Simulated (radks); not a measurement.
Neutral cobalt, configuration [Ar] 3d8 5d1 (not the ground configuration).

All-electron calculation, scalar-relativistic Kohn-Sham, PBEsol, spin-polarised, spherical densities, point nucleus; open shells are filled with parallel spins first. Program: a radial shooting solver on a logarithmic mesh with Libxc functionals.

Energy parts (hartree):
total: -1391.73580
kinetic: 1409.53730
electron-nucleus: -3333.96062
Hartree: 590.87485
exchange-correlation: -58.18733

Orbitals (lengths in bohr, moments of r in powers of bohr; <r^-3> diverges for s and p1/2):
\begin{tabular}{lrrrr}
orbital & occ. & eigenvalue (hartree) & <r^-3> & <r^2> \\ \hline
1s down & 1 & -278.8117 & - & 0.004252 \\
1s up & 1 & -278.8116 & - & 0.004252 \\
2s up & 1 & -33.03720 & - & 0.07722 \\
2s down & 1 & -33.00137 & - & 0.07710 \\
2p up & 3 & -28.30917 & 548.5 & 0.06227 \\
2p down & 3 & -28.28204 & 549.3 & 0.06215 \\
3s up & 1 & -3.83552 & - & 0.7004 \\
3s down & 1 & -3.76033 & - & 0.7028 \\
3p up & 3 & -2.49521 & 68.26 & 0.8024 \\
3p down & 3 & -2.42143 & 67.77 & 0.8075 \\
3d up & 5 & -0.41099 & 5.513 & 1.715 \\
3d down & 3 & -0.34539 & 5.304 & 1.885 \\
5d up & 1 & -0.02150 & 0.02476 & 416.8 \\
\end{tabular}

The highest occupied level is 5d up at -0.585 eV. Spin moment in Bohr magnetons: 3. Summed over all electrons, <r^2> = 437.8 bohr^2, which gives a Langevin (diamagnetic) susceptibility term of -347 x 10^-6 cm^3/mol.
